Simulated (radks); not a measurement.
The numbers below are computed, except where a source is named.
Pt III, 76 electrons, occupied as [Xe] 4f14 5d7 6p1 (not the ground configuration).

Level of theory: scalar-relativistic Kohn-Sham, PBE, spin-polarised, spherical densities, finite nucleus; open shells are filled with parallel spins first (spin-orbit coupling, left out, can overturn this in heavy ions); Fermi nuclear charge, rms radius 5.427 fm (a radial shooting solver on a logarithmic mesh with Libxc functionals).

Energy parts (eV):
| part | energy |
|---|---|
| total | -500913.29 |
| kinetic | 558373.33 |
| electron-nucleus | -1242577.72 |
| Hartree | 192904.97 |
| exchange-correlation | -9613.87 |

Orbitals (lengths in bohr, moments of r in powers of bohr; <r^-3> diverges for s and p1/2):
| orbital | occ. | eigenvalue (eV) | <r^4> | <r^-3> |
|---|---|---|---|---|
| 1s up | 1 | -78422.85 | 4.521e-07 | - |
| 1s down | 1 | -78422.84 | 4.521e-07 | - |
| 2s up | 1 | -13799.62 | 0.00006659 | - |
| 2s down | 1 | -13799.39 | 0.00006659 | - |
| 2p up | 3 | -11966.69 | 0.00005365 | 24230 |
| 2p down | 3 | -11966.51 | 0.00005365 | 24240 |
| 3s up | 1 | -3261.584 | 0.002415 | - |
| 3s down | 1 | -3261.497 | 0.002415 | - |
| 3p up | 3 | -2727.518 | 0.002641 | 5516 |
| 3p down | 3 | -2727.420 | 0.002641 | 5516 |
| 3d up | 5 | -2147.379 | 0.002032 | 690.2 |
| 3d down | 5 | -2147.214 | 0.002032 | 690.2 |
| 4s up | 1 | -721.5133 | 0.05464 | - |
| 4s down | 1 | -721.2890 | 0.05463 | - |
| 4p up | 3 | -546.2874 | 0.07301 | 1318 |
| 4p down | 3 | -546.0777 | 0.07295 | 1318 |
| 4d up | 5 | -333.1990 | 0.1023 | 143.6 |
| 4d down | 5 | -332.9551 | 0.1020 | 143.6 |
| 4f up | 7 | -96.4748 | 0.2217 | 27.12 |
| 4f down | 7 | -96.1080 | 0.2167 | 27.20 |
| 5s up | 1 | -128.4747 | 1.493 | - |
| 5s down | 1 | -126.8623 | 1.469 | - |
| 5p up | 3 | -82.5551 | 2.760 | 218.0 |
| 5p down | 3 | -80.5442 | 2.715 | 221.6 |
| 5d up | 5 | -30.8543 | 11.88 | 13.81 |
| 5d down | 2 | -28.4454 | 12.21 | 13.97 |
| 6p up | 1 | -16.6658 | 153.2 | 25.23 |
| 6p down | 0 | -14.9663 | 163.5 | 23.56 |

The highest occupied level is 6p up at -16.666 eV. Spin moment in Bohr magnetons: 4. The electron density at the nucleus is 2.116e+06 e/bohr^3 (large components only). The spin density at the nucleus is -17.56 e/bohr^3 (1s -0.38, 2s -1.88, 3s 0.16, 4s 2.29, 5s -17.74). The density falls to 0.001 e/bohr^3 at r = 4.07 bohr. Summed over all electrons, <r^2> = 48.24 bohr^2, which gives a Langevin (diamagnetic) susceptibility term of -38.2 x 10^-6 cm^3/mol.
